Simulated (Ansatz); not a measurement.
These are Ansatz (an electronic-structure program) with frozen-core CCSD(T)/def2-TZVPP // PBE0-D3(BJ)/def2-TZVP values and carry that method's errors. The geometry is that of the parent before the electron was removed.

Ansatz 0.2 input:
```yaml
crystal:
  periodic: [false, false, false]
  atoms:
    - { symbol: C, position_ang: [-1.380342, -0.128515, -0.059623] }
    - { symbol: C, position_ang: [-0.084081, -0.119275, 0.03938] }
    - { symbol: C, position_ang: [1.205019, -0.106505, 0.136503] }
    - { symbol: I, position_ang: [2.345034, 1.556293, -0.415494] }
    - { symbol: H, position_ang: [-1.871181, -0.466712, -0.966571] }
    - { symbol: H, position_ang: [-2.007933, 0.201077, 0.762176] }
    - { symbol: H, position_ang: [1.793485, -0.936364, 0.503629] }
basis:
  gaussian: { orbitals: def2-TZVPP }
correlation:
  method: ccsd_t
total_charge: 1
magnetization:
  spin_polarized: true
  initial_magnetization: 1
```

Output:

```
Functional definition: HF
1288 factors; integrals over basis functions are off by at most 8.3e-4 eV
mean field evaluation 1: about -11197.2328 eV, gradient 2.9e1 eV
mean field evaluation 2: about -11197.2443 eV, gradient 2.9e1 eV
mean field evaluation 4: about -11202.1239 eV, gradient 4.2e0 eV
mean field evaluation 8: about -11202.2870 eV, gradient 3.5e-1 eV
mean field evaluation 16: about -11202.3151 eV, gradient 1.7e-1 eV
mean field evaluation 32: about -11202.3251 eV, gradient 2.8e-4 eV
mean field evaluation 64: about -11202.3250 eV, gradient 3.4e-2 eV
mean field evaluation 96: about -11201.9614 eV, gradient 2.7e0 eV
mean field evaluation 128: about -11201.8329 eV, gradient 8.2e-1 eV
mean field evaluation 160: about -11201.8335 eV, gradient 6.4e-4 eV
mean field evaluation 192: about -11201.9701 eV, gradient 1.4e0 eV
mean field evaluation 224: about -11201.8222 eV, gradient 2.6e-1 eV
mean field evaluation 256: about -11201.8409 eV, gradient 5.3e-2 eV
mean field evaluation 288: about -11197.4062 eV, gradient 4.8e0 eV
mean field evaluation 320: about -11195.3910 eV, gradient 2.3e1 eV
mean field evaluation 352: about -11198.5383 eV, gradient 1.0e-3 eV
mean field -11202.32514028 eV, -411.6778556965 hartree, gradient 8.9e-6 eV, S^2 0.921042; 12 other end points of the search recorded, 0 dependent functions left out
determinant -11202.32514028 eV, -411.6778556965 hartree, with singles and doubles -11227.66975812 eV, -412.6092532229 hartree
determinant -11201.84726412 eV, -411.6602940715 hartree, with singles and doubles -11227.11219641 eV, -412.5887632082 hartree
determinant -11201.83346627 eV, -411.6597870098 hartree, with singles and doubles -11226.71276339 eV, -412.5740843155 hartree
7 core orbitals not correlated
reference -11202.32514028 eV, -411.6778556965 hartree; 16, 15 occupied and 162, 163 virtual orbitals, 1288 factors
second order -25.13680226 eV of doubles, -0.00000000 eV of singles
cycle   1  -25.15704113 eV  change    -1.1e0 eV  update   2.5e-2
cycle   2  -25.19637089 eV  change   -3.9e-2 eV  update   6.6e-3
cycle   3  -25.19460687 eV  change    1.8e-3 eV  update   3.5e-3
cycle   4  -25.19540946 eV  change   -8.0e-4 eV  update   2.2e-3
cycle   5  -25.19920476 eV  change   -3.8e-3 eV  update   1.2e-3
cycle   6  -25.20038944 eV  change   -1.2e-3 eV  update   6.8e-4
cycle   7  -25.20121216 eV  change   -8.2e-4 eV  update   3.1e-4
cycle   8  -25.20147186 eV  change   -2.6e-4 eV  update   1.8e-4
cycle   9  -25.20147861 eV  change   -6.8e-6 eV  update   1.0e-4
cycle  10  -25.20143905 eV  change    4.0e-5 eV  update   5.2e-5
cycle  11  -25.20143705 eV  change    2.0e-6 eV  update   2.4e-5
perturbative correction -0.98196183 eV, -0.0360864318 hartree
Total energy: -11228.50853916 eV, -412.6400778577 hartree
```

Cost: about 16 core-minutes (a rough figure).
